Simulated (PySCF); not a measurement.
**How methods differ on the excitation energy of Ti⁺**

Ti⁺ [Ar] 3d2 4s1 (4F) → Ti⁺ [Ar] 3d1 4s2 (2D), as a difference of total energies. Calculation: PySCF 2.14, in def2-TZVPPD (6s6p4d2f1g, 67 functions); the non-relativistic Hamiltonian (point nucleus). Correlated levels: valence and next inner shell: [Ne] frozen. The calculations carry no spin-orbit coupling.

```json
{"method": "UHF", "excitation energy (cm⁻¹)": "33149"}
{"method": "MP2 (valence and next inner shell)", "excitation energy (cm⁻¹)": "27871"}
{"method": "SCS-MP2 (valence and next inner shell)", "excitation energy (cm⁻¹)": "26395"}
{"method": "CCSD (valence and next inner shell)", "excitation energy (cm⁻¹)": "26878"}
{"method": "CCSD(T) (valence and next inner shell)", "excitation energy (cm⁻¹)": "25498"}
```

These non-relativistic numbers lack the scalar-relativistic shift.

Errors of the correlated levels include the incompleteness of this basis and the frozen core.

For comparison: 24875 cm⁻¹ (measured; NIST levels, between the centres of gravity of the two terms).
